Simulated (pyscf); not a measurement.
Structures and frequencies: ωB97X-D3(BJ)/def2-SVP in PySCF.

Q: Estimate the classical barrier height and the reaction energy of H₃C–Cd–TeH + H₂Se -> H₃C–Cd–SeH + TeH₂ at ωB97M-D3(BJ)/def2-TZVP. The step runs on the singlet surface, breaks Cd–Te, H–Se and forms Cd–Se, H–Te; take the separated reactants as zero.

A: ΔE‡ = 55.8 kJ/mol, ΔE = +14.1 kJ/mol. Zero-point energy shifts the barrier by -3.2 kJ/mol. It is a four-centre exchange, with an imaginary mode of 753i cm⁻¹. On the reactant side the descent ends in an adduct with a Cd–Se contact (not fully relaxed), 30.4 kJ/mol under the separated species and 67.4 kJ/mol under the saddle at ωB97X-D3(BJ)/def2-TZVP. On the product side the descent ends in an adduct with a Cd–Te contact (not fully relaxed), 34.3 kJ/mol under the separated species and 48.9 kJ/mol under the saddle at ωB97X-D3(BJ)/def2-TZVP. What is counted as formed (Cd–Se) is already present as a longer contact in the reactant adduct; forming that adduct is a step of its own. What is counted as broken (Cd–Te) persists as a longer contact in the product adduct; parting that adduct is a step of its own. At ωB97X-D3(BJ)/def2-TZVP the barrier from the zero used here is 36.9 kJ/mol. This is the saddle that the search found; another between the same sides may lie lower. Elements up to Kr have no core potential and no relativistic terms here. Elements past Kr carry the def2 core potentials, without spin-orbit coupling.
